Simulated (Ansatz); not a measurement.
```yaml
crystal:
  periodic: [false, false, false]
  atoms:
    - {symbol: C, position_ang: [-1.001490, -0.878729, -0.525726]}
    - {symbol: C, position_ang: [-0.622420, -0.614014, 0.826786]}
    - {symbol: C, position_ang: [0.211404, 0.607006, 1.133575]}
    - {symbol: C, position_ang: [0.375330, 0.906690, -0.135444]}
    - {symbol: C, position_ang: [-0.366081, 0.100969, -1.258112]}
    - {symbol: Cu, position_ang: [1.498013, -0.912662, -0.439171]}
    - {symbol: H, position_ang: [-1.099549, -1.592146, -0.879922]}
    - {symbol: H, position_ang: [-0.459733, -1.657792, 1.680353]}
    - {symbol: H, position_ang: [0.575601, 1.253606, 1.988678]}
    - {symbol: H, position_ang: [0.794568, 1.919270, -0.448603]}
    - {symbol: H, position_ang: [-0.670500, 0.546392, -2.354932]}
basis:
  gaussian: {orbitals: def2-mTZVPP}
hamiltonian: {xc: {name: revPBE}}
```

```sh
$ ansatz run in.yaml --threads 4 --pin off --events-out ev --progress --plain --max-ram 10444MiB
```

Output, abridged:

```
Functional definition: revPBE
  name "revPBE"
  cite "Zhang & Yang, Phys. Rev. Lett. 80, 890 (1998) doi:10.1103/PhysRevLett.80.890"
  cite "Perdew, Burke & Ernzerhof, Phys. Rev. Lett. 77, 3865 (1996) doi:10.1103/PhysRevLett.77.3865"
  parameter kappa = 1.245
  parameter beta = 0.06672455060314922
  exchange = pbe_x(kappa = kappa, mu = beta*pi^2/3)
  correlation = pbe_c(beta = beta)
1589 factors; their error is unknown
mean field evaluation 1: about -49876.8294 eV, gradient 9.3e1 eV
mean field evaluation 2: about -49746.6585 eV, gradient 2.4e2 eV
mean field evaluation 4: about -49893.0795 eV, gradient 3.7e1 eV
mean field evaluation 8: about -49897.6846 eV, gradient 7.5e-1 eV
mean field evaluation 16: about -49897.6358 eV, gradient 2.2e-2 eV
mean field -49897.63583143 eV, -1833.7042949726 hartree, gradient 3.6e-5 eV, S^2 0.000000; 2 other end points of the search recorded, 0 dependent functions left out
reference -49897.63588903 eV, -1833.7042970896 hartree; 32, 32 occupied and 121, 121 virtual orbitals, 1589 factors
Total energy: -49897.63588903 eV, -1833.7042970896 hartree
```

Run time 7.5 s (4 threads of an Intel Xeon on a shared host); peak host memory 0.5 GiB.
